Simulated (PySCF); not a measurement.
System: H3Sn, doublet: umbrella (inversion) coordinate, bond length relaxed. Scanned: angle between the Sn-H bonds and the threefold axis (90 = planar). Other coordinates (Sn-H bond length) were minimised at B3LYP/def2-TZVP.

Computed with CCSD(T) on UHF/def2-TZVP, 4 core orbitals frozen, def2 effective core potentials past Kr (PySCF).

Scanned values (°): 90, 93, 96, 99, 102, 105, 108, 111, 114, 117, 120, 123, 126, 129, 132.

**Question.** Describe the profile: where are the wells and the tops?

**Answer.** Lower than their neighbours: 108° (0.0 mEh). Higher than their neighbours: 90° (10.2 mEh, end of the scan), 132° (46.8 mEh, end of the scan). The whole profile spans 46.8 mEh.
